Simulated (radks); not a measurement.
These are the eigenvalues of the occupied orbitals of an atom or ion with whole-number occupations (eV). All-electron calculation, non-relativistic Kohn-Sham, PBE, spin-polarised, spherical densities, point nucleus. Program: a radial shooting solver on a logarithmic mesh with Libxc functionals.

1s down: -6932.561
1s up: -6932.556
2s up: -806.5233
2s down: -804.6008
2p up: -695.7856
2p down: -694.3520
3s up: -93.4870
3s down: -89.2065
3p up: -61.1587
3p down: -56.9557
3d up: -9.1738
4s up: -5.5250
3d down: -5.4661
4s down: -4.7819

Which element is it, and in what charge state? The configuration may be excited. Open shells, if any, are filled with parallel spins first.

Answer. Z = 26, iron, charge 0: Fe in [Ar] 3d6 4s2. The list shows which subshells hold electrons but not how many an open one holds; the 1s level, -254.77 hartree, gives Z - s = 22.6 by -(Z - s)^2/2, which with screening narrows Z to a few neighbours, and the depths of the outer levels then fix element, charge and occupations together.
